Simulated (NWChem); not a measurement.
System: 1,3-cyclohexadiene (C6H8); SMILES C1=CCCC=C1

NWChem printed, in part:

```
             Northwest Computational Chemistry Package (NWChem) 7.3.0
             --------------------------------------------------------

 C2  symmetry detected

                             Geometry "geometry" -> ""
                             -------------------------

 Output coordinates in angstroms (scale by  1.889725989 to convert to a.u.)

  No.       Tag          Charge          X              Y              Z
 ---- ---------------- ---------- -------------- -------------- --------------
    1 C                    6.0000    -0.06524126    -1.41967739    -0.10782486
    2 C                    6.0000    -0.10916299    -0.72318882    -1.25660186
    3 C                    6.0000     0.10916299     0.72318882    -1.25660186
    4 C                    6.0000     0.06524126     1.41967739    -0.10782486
    5 C                    6.0000    -0.24450720     0.72356734     1.18777114
    6 C                    6.0000     0.24450720    -0.72356734     1.18777114
    7 H                    1.0000    -0.19167448    -2.50661959    -0.11072086
    8 H                    1.0000    -0.28632799    -1.23108265    -2.20883186
    9 H                    1.0000     0.28632799     1.23108265    -2.20883186
   10 H                    1.0000     0.19167448     2.50661959    -0.11072086
   11 H                    1.0000    -1.34348768     0.74603274     1.33767414
   12 H                    1.0000     0.18331864     1.27125153     2.04181214
   13 H                    1.0000    -0.18331864    -1.27125153     2.04181214
   14 H                    1.0000     1.34348768    -0.74603274     1.33767414

 Effective nuclear repulsion energy (a.u.)     219.0857028608

      Symmetry information
      --------------------

 Group name             C2
 Group number              4
 Group order               2
 No. of unique centers     7

                                 NWChem DFT Module
                                 -----------------

 Summary of "ao basis" -> "ao basis" (spherical)
 ------------------------------------------------------------------------------
       Tag                 Description            Shells   Functions and Types
 ---------------- ------------------------------  ------  ---------------------
 C                          def2-svp                 6       14   3s2p1d
 H                          def2-svp                 3        5   2s1p

      Symmetry analysis of basis
      --------------------------

        a          62
        b          62

            General Information
            -------------------
          SCF calculation type: DFT
          Wavefunction type:  closed shell.
          No. of atoms     :    14
          No. of electrons :    44
           Alpha electrons :    22
            Beta electrons :    22
          Charge           :     0
          Spin multiplicity:     1
          Use of symmetry is: on ; symmetry adaption is: on
          Maximum number of iterations: 150
          AO basis - number of functions:   124
                     number of shells:    60
          Convergence on energy requested:  1.00D-06
          Convergence on density requested:  1.00D-05
          Convergence on gradient requested:  5.00D-04

              XC Information
              --------------
                        M06-L Method XC Functional
                         M06-L Exchange Functional  1.000
                       M06-L Correlation Potential  1.000

             Grid Information
             ----------------
          Grid used for XC integration:  xcoarse
          Radial quadrature: Mura-Knowles
          Angular quadrature: Lebedev.
          Tag              B.-S. Rad. Rad. Pts. Rad. Cut. Ang. Pts.
          ---              ---------- --------- --------- ---------
          C                   0.70       21          10.0       194
          H                   0.35       21          11.0       194
          Grid pruning is: on
          Number of quadrature shells:   147
          Spatial weights used:  Erf1

      Superposition of Atomic Density Guess
      -------------------------------------

 Sum of atomic energies:        -229.74309525

      Non-variational initial energy
      ------------------------------

 Total energy =    -234.142964
 1-e energy   =    -740.488080
 2-e energy   =     287.259412
 HOMO         =      -0.244842
 LUMO         =      -0.044993

      Symmetry analysis of molecular orbitals - initial
      -------------------------------------------------

  Numbering of irreducible representations:

     1 a           2 b

  Orbital symmetries:

     1 a           2 b           3 a           4 b           5 a
     6 b           7 a           8 a           9 b          10 b
    11 a          12 a          13 b          14 b          15 a
    16 b          17 a          18 a          19 b          20 b
    21 a          22 a          23 b          24 a          25 a
    26 a          27 b          28 b          29 a          30 b
    31 b          32 a

     ---------------------------------------------
      Total Density - Mulliken Population Analysis
     ---------------------------------------------

    Atom       Charge   Shell Charges
 -----------   ------   -------------------------------------------------------
    1 C    6     6.14   1.99  0.97  0.29  1.94  0.91  0.04
    2 C    6     6.12   1.99  0.97  0.25  1.99  0.88  0.04
    3 C    6     6.12   1.99  0.97  0.25  1.99  0.88  0.04
    4 C    6     6.14   1.99  0.97  0.29  1.94  0.91  0.04
    5 C    6     6.13   1.99  0.96  0.15  2.01  0.98  0.03
    6 C    6     6.13   1.99  0.96  0.15  2.01  0.98  0.03
    7 H    1     0.91   0.67  0.21  0.02
    8 H    1     0.91   0.68  0.21  0.02
    9 H    1     0.91   0.68  0.21  0.02
   10 H    1     0.91   0.67  0.21  0.02
   11 H    1     0.90   0.67  0.20  0.02
   12 H    1     0.90   0.68  0.20  0.02
   13 H    1     0.90   0.68  0.20  0.02
   14 H    1     0.90   0.67  0.20  0.02

   convergence    iter        energy       DeltaE   RMS-Dens  Diis-err
 ---------------- ----- ----------------- --------- --------- ---------
 d= 0,ls=0.0,diis     1   -233.1894096131 -4.52D+02  5.61D-03  3.26D-01
 d= 0,ls=0.0,diis     2   -233.2306651275 -4.13D-02  3.81D-03  4.18D-02
 d= 0,ls=0.0,diis     3   -233.2257985199  4.87D-03  1.74D-03  6.24D-02
 d= 0,ls=0.0,diis     4   -233.2337931774 -7.99D-03  5.57D-04  5.51D-03
 d= 0,ls=0.0,diis     5   -233.2345046674 -7.11D-04  2.95D-04  2.86D-04
  Resetting Diis
 d= 0,ls=0.0,diis     6   -233.2345490977 -4.44D-05  4.72D-05  2.49D-05
 d= 0,ls=0.0,diis     7   -233.2345522394 -3.14D-06  2.85D-05  2.69D-06
 d= 0,ls=0.0,diis     8   -233.2345519863  2.53D-07  1.25D-05  4.72D-06
 d= 0,ls=0.0,diis     9   -233.2345525903 -6.04D-07  1.69D-06  2.13D-08

         Total DFT energy =     -233.234552590300
      One electron energy =     -746.254799259639
           Coulomb energy =      329.417160373438
    Exchange-Corr. energy =      -35.482616564945
 Nuclear repulsion energy =      219.085702860846

 Numeric. integr. density =       44.002613079907

                  Occupations of the irreducible representations
                  ----------------------------------------------

                     irrep           alpha         beta
                     --------     --------     --------
                     a                12.0         12.0
                     b                10.0         10.0

                       DFT Final Molecular Orbital Analysis
                       ------------------------------------

 Vector   20  Occ=2.000000D+00  E=-2.864882D-01  Symmetry=a
              MO Center= -1.5D-15,  1.6D-14,  1.7D-01, r^2= 4.3D+00
   Bfn.  Coefficient  Atom+Function         Bfn.  Coefficient  Atom+Function
  ----- ------------  ---------------      ----- ------------  ---------------
    61      0.257464   5 C  py               75     -0.257464   6 C  py
    85     -0.221089   7 H  s               100     -0.221089  10 H  s
    19     -0.210896   2 C  py               33      0.210896   3 C  py
     5      0.200681   1 C  py               47     -0.200681   4 C  py
   110      0.144149  12 H  s               115      0.144149  13 H  s

[...]

                         DFT ENERGY GRADIENTS

    atom               coordinates                        gradient
                 x          y          z           x          y          z
   1 C      -0.123288  -2.682801  -0.203759   -0.000472  -0.003187  -0.001232
   2 C      -0.206288  -1.366629  -2.374633   -0.000775  -0.005348  -0.003109
   3 C       0.206288   1.366629  -2.374633    0.000775   0.005348  -0.003109
   4 C       0.123288   2.682801  -0.203759    0.000472   0.003187  -0.001232
   5 C      -0.462052   1.367344   2.244562   -0.002864   0.001575   0.004841
   6 C       0.462052  -1.367344   2.244562    0.002864  -0.001575   0.004841
   7 H      -0.362212  -4.736824  -0.209232    0.000319   0.004709   0.000037
   8 H      -0.541081  -2.326409  -4.174087    0.000622   0.002286   0.004437
   9 H       0.541081   2.326409  -4.174087   -0.000622  -0.002286   0.004437
  10 H       0.362212   4.736824  -0.209232   -0.000319  -0.004709   0.000037
  11 H      -2.538824   1.409797   2.527838    0.004268  -0.000565  -0.001554
  12 H       0.346422   2.402317   3.858465   -0.000856  -0.002187  -0.003420
  13 H      -0.346422  -2.402317   3.858465    0.000856   0.002187  -0.003420
  14 H       2.538824  -1.409797   2.527838   -0.004268   0.000565  -0.001554
```

Level: M06-L/def2-SVP. Geometry: optimised at PBE0/def2-SVP.

**Question.** Write an input that gives this output.

**Answer.** Several could match; the one computed here: the input that was run:
```
start job
memory heap 200 mb stack 900 mb global 1100 mb
geometry units angstroms noautoz
  C     -0.068952    -1.419502    -0.108286
  C     -0.111053    -0.722901    -1.257063
  C      0.111053     0.722901    -1.257063
  C      0.068952     1.419502    -0.108286
  C     -0.242615     0.724204     1.187310
  C      0.242615    -0.724204     1.187310
  H     -0.198226    -2.506110    -0.111182
  H     -0.289545    -1.230330    -2.209293
  H      0.289545     1.230330    -2.209293
  H      0.198226     2.506110    -0.111182
  H     -1.341533     0.749542     1.337213
  H      0.186641     1.270768     2.041351
  H     -0.186641    -1.270768     2.041351
  H      1.341533    -0.749542     1.337213
end
basis spherical
  * library def2-svp
end
dft
  xc m06-l
  grid xcoarse
  iterations 150
  mulliken
end
task dft gradient
```
